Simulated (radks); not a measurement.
Spherical quantum dot in the effective-mass picture: electrons in a parabolic well V = omega^2 r^2 / 2 with omega = 0.995, with a point charge +2 (a donor) at the centre, all in effective atomic units (hartree* = m*/eps^2 hartree, bohr* = eps/m* bohr), one dielectric constant everywhere. Method: non-relativistic Kohn-Sham, LDA (Slater exchange, Perdew-Wang correlation), spin-polarised, spherical densities; computed with a radial shooting solver with Libxc functionals. Levels are named by radial order and angular momentum (1s, 1p, 1d, 2s, ...), and open shells are averaged over m.

N = 18, configuration 1s2 1p6 1d(up 5, down 3) 2s2. This is the lowest configuration that the search found. Occupied and some empty levels:

level    occupation  eigenvalue (hartree*)  <r> (bohr*)
1s up             1                 8.1510       0.9532
1s down           1                 8.1620       0.9432
1p up             3                 9.2146        1.915
1p down           3                 9.2447        1.911
2s up             1                 9.4076        1.968
2s down           1                 9.4340        1.975
1d up             5                 9.8322        2.267
1d down           3                 9.8641        2.269
1f up             0                 10.470        2.514
1f down           0                 10.501        2.518
2p up             0                 10.519        2.185
2p down           0                 10.540        2.188
1g up             0                 11.148        2.717
1g down           0                 11.176        2.723

Energy (hartree*): total 98.5936, kinetic 19.193, external 14.576, Hartree 73.320, exchange-correlation -8.4949.
